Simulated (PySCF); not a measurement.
**Polarisability of [CuI2]-**

Compound: [CuI2]- (charge -1 and singlet state).
Geometry (PBE0-D3(BJ)/def2-SVP, Å), atoms numbered from 1 in this order:
```
atom  x, y, z in Å
Cu1   -0.005   -0.032   -0.007
I2    -0.004   -0.054    2.453
I3    -0.008   -0.011   -2.466
```

Level: CAM-B3LYP/def2-SVPD (PySCF), static field, nuclei fixed, core orbitals frozen in the response. The polarisability tensor in these axes (au):

```
x    94.56   0.00   0.05
y     0.00  94.57  -0.48
z     0.05  -0.48 151.00
```

Give the principal values, the mean and the anisotropy Δα = √{½[(α1 − α2)² + (α2 − α3)² + (α1 − α3)²]}.

Principal values 94.56, 94.56 and 151.00 au; mean 113.38 au = 16.80 Å³ = 18.69 × 10⁻⁴⁰ C²·m²/J; Δα = 56.44 au (50 % of the mean).

Form Σ f/ω² (atomic units) for the 15 lowest TDDFT singlets, given as eV and f, and set it beside the mean polarisability, which is this sum over all singlets: 4.50, 0.0000; 4.50, 0.0000; 5.11, 0.1345; 5.11, 0.1345; 5.24, 0.0000; 5.25, 0.0000; 5.25, 0.0000; 5.55, 0.0000; 5.55, 0.0000; 5.55, 0.0000; 5.64, 0.0000; 5.64, 0.0000; 5.70, 0.0239; 5.92, 0.0000; 5.92, 0.0000.

They add up to 8.16 au, 7.2 % of the 113.38 au; the largest single term is 3.81 au, from the state at 5.11 eV. Terms in order: 0.00, 0.00, 3.81, 3.81, 0.00, 0.00, 0.00, 0.00, 0.00, 0.00, 0.00, 0.00, 0.54, 0.00, 0.00 au. Higher excitations give the rest. The strengths listed sum to 0.293.

Rayleigh depolarisation ratio (linearly polarised light, static tensor)?

ρ = 3Δα²/(45ᾱ² + 4Δα²) = 9555.7/(578440 + 12741.0) = 0.0162.

Geometry: PBE0-D3(BJ)/def2-SVP; no solvent, vibrations or thermal averaging. Atoms past krypton carry effective core potentials; spin–orbit coupling is left out.
